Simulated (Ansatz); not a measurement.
Stepwise reaction of `C[O][In]([SH])[O]C` with ammonia, as a gas-phase model of exchange steps in deposition or etching. ΔE in kJ/mol; ΔG adds harmonic PBE0-D4 terms to CCSD(T)/CBS, at 1 bar.

Computed with Ansatz on PBE0-D4/def2-TZVP structures; ΔE is electronic, products minus reactants. CCSD(T)/CBS adds triple-zeta CCSD(T) − MP2 to the extrapolated MP2 energy (def2 sets, frozen cores). This one scheme is used for every species. DFT in def2-TZVPP. B3LYP here is the variant with VWN-RPA as its local correlation; programs differ in this. Elements past krypton have def2 core potentials. For In outer-core shells are correlated without core-valence functions, which leaves a few kJ/mol of doubt a bond. One conformer a species, not always the lowest.

```tsv
step	reaction	PBE-D4	B3LYP-D4	ωB97M-V	CCSD(T)/CBS	ΔG(400 K)
2	`C[O][In]([NH2])[SH]` + NH₃ → `[NH2][In]([NH2])[SH]` + CH₃OH	22.0	22.0	17.4	19.2	16.1
```

Problem. Give the row of step 1, `C[O][In]([SH])[O]C` + NH₃ → `C[O][In]([NH2])[SH]` + CH₃OH. (Estimate.)

Solution. Ansatz gave: 
```json
{"step": "1", "reaction": "`C[O][In]([SH])[O]C` + NH₃ → `C[O][In]([NH2])[SH]` + CH₃OH", "PBE-D4": "12.7", "B3LYP-D4": "13.7", "ωB97M-V": "9.5", "CCSD(T)/CBS": "11.5", "ΔG(400 K)": "12.8"}
```

Problem. By hand: ΔE of the 2 steps together at CCSD(T)/CBS.

Solution. (11.5) + (19.2) = 30.7 kJ/mol, or 15.3 kJ/mol a step.

In ΔE each step is higher than the one before. All are uphill at CCSD(T)/CBS. ΔG lies between 12.8 and 16.1 kJ/mol a step. PBE-D4 differs from CCSD(T)/CBS by 1.2 to 2.8 kJ/mol a step. Isolated molecules leave out the surface, adducts and barriers. Largest T1 diagnostic: 0.016.
